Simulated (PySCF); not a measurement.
C2H5ClSi2, SMILES C1([SiH2][SiH2]C=1)Cl. Coordinates come from a r2SCAN-D4/def2-SVP optimisation. This is a generated structure with no PubChem entry under its InChIKey; it may be hypothetical.

All values below come from r2SCAN-D4/def2-SVP run with PySCF.

Harmonic wavenumbers (cm⁻¹): 119, 232, 295, 345, 422, 429, 530, 561, 634, 666, 669, 724, 785, 874, 886, 942, 952, 1170, 1543, 2209, 2214, 2219, 2228, 3155. Rotational constants (GHz): 4.904, 1.518, 1.192; symmetry number 1.

Problem. Work out the zero-point energy and the ideal-gas rigid-rotor harmonic-oscillator thermochemistry at 298.15 K and 1 atm.

Solution. ZPE = ½ Σ hcν = ½ × 24801 cm⁻¹ = 35.45 kcal/mol. H − E(el) = 40.19 kcal/mol. Entropy in cal/(mol K): translation 40.28, rotation 27.98, vibration 12.66, total 80.92. G − E(el) = 16.07 kcal/mol. Cp = 26.52 cal/(mol K). Modes under 150 cm⁻¹ make the vibrational entropy uncertain.
